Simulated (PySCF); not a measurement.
Excitations are Tamm–Dancoff values on a coarser integration grid. The basis has no diffuse functions, so Rydberg states are missing or too high.

Species: H$_{8}$NSi$_{2}$, SMILES `[SiH3][NH2+][SiH3]` (charge 1, multiplicity 1).

**Question.** Give the T1 excitation (TDA), S1 excitation (TDA), LUMO, HOMO–LUMO gap and hole reorganisation energy (four-point) at the level PBE0-D4/def2-TZVP (PySCF).

**Answer.** 
The T1 excitation (TDA) is 7.31 eV and the S1 excitation (TDA) is 7.78 eV. The LUMO is -5.68 eV. The HOMO–LUMO gap is 9.13 eV. The hole reorganisation energy (four-point) comes out as 2.763 eV.
